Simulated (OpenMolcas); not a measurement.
# Ar2+: effect of the level shift or regulariser

| Property | Result |
| --- | --- |
| Program | OpenMolcas |
| Basis | ANO-RCC-VQZP [6s5p3d2f1g] |
| Scalar Hamiltonian | DKH2, point nucleus |
| Active space | 6 electrons in 9 orbitals (RAS2 3s 3p; RAS3 3d, at most 2 electrons) |
| State averaging | 2S+1 = 3 even, 3 roots; 2S+1 = 1 even, 7 roots; 2S+1 = 3 odd, 3 roots; 2S+1 = 1 odd, 3 roots |
| Spin-orbit coupling | state interaction with AMFI integrals over the reference wave functions, term energies averaged over their components |

Methods on the same reference wave functions:
A. RASSCF
B. MS-RASPT2, IPEA 0.25 Eh, imaginary shift 0.1 Eh (closed shells correlated: 2s 2p)
C. MS-RASPT2, IPEA 0.25 Eh, imaginary shift 0.3 Eh (closed shells correlated: 2s 2p)

Energies in cm-1 above 3s2 3p4 3P2, the measured ground level; measured values from Saloman, J. Phys. Chem. Ref. Data 39, 033101 (2010).

| Level | A | B | C | Measured |
| --- | --- | --- | --- | --- |
| 3s2 3p4 3P2 | 0.0 | 0.0 | 0.0 | 0.0 |
| 3s2 3p4 3P1 | 1002 | 1006 | 1006 | 1112 |
| 3s2 3p4 3P0 | 1434 | 1434 | 1434 | 1570 |
| 3s2 3p4 1D2 | 16152 | 14190 | 14190 | 14010 |
| 3s2 3p4 1S0 | 35091 | 33270 | 33270 | 33266 |
| 3s 3p5 3P* 2 | 115556 | 116220 | 116220 | 113801 |
| 3s 3p5 3P* 1 | 116466 | 117130 | 117130 | 114797 |
| 3s 3p5 3P* 0 | 116935 | 117600 | 117600 | 115328 |

Deviations, from unrounded energies. A percentage is the sum of absolute deviations over the sum of measured energies, with the sign that they share, or ± where signs differ.

```
                        Against measurement  Levels     A     B     C
             mean absolute deviation (cm-1)       7  1300  1100  1100
      fine structure of the ground term (%)       2  -9.2  -9.0  -9.0
other terms of the ground configuration (%)       2  +8.4  +0.4  +0.4
                   other configurations (%)       3  +1.5  +2.0  +2.0
```

B, C lie about equally close to measurement and A furthest from it. The largest miss of B in the table is 3s 3p5 3P* 2, by +2400 cm-1. The ranking rests on the paired levels alone, and a cruder setting can come out closer through cancelling errors.

Between B and C the level of the table that moves most is 3s 3p5 3P* 1, by 7.5 cm-1 (lowest in B, highest in C). Moves below CASPT2's spread within the term are not significant.

The two smallest mean deviations differ by little beside CASPT2's spread within terms, so their order carries little weight.

From A to B the spin-free energies of the other terms of 3s2 3p4 shown, above 3P, scale by factors of 0.87 to 0.95.

The lowest spin-free term lies below A's lowest term by 0.131 hartree in B, 0.131 hartree in C.

CASPT2 breaks the degeneracy within a term, and the mean is taken; among the terms shown or strongly mixed into the levels shown the widest spread is 180 cm-1 (3s2 3p4 1D, B). Active for correlation alone: 3d; no level in the range computed is led by a configuration that fills it, so any true level of that kind is missing. Some terms mix strongly with configurations of 3d, whose occupation reaches 0.25 (3s 3p5 3P*). Measured partners are found by configuration, term and J. A level has none where our copy of the source lacks it or the pairing is in doubt (some pairs that miss far off the trend of their configuration count as doubtful), and it then counts in no deviation. Only configurations of the active space appear. Levels that lie high or do not pair safely by name in every column are left out.

* marks odd parity.
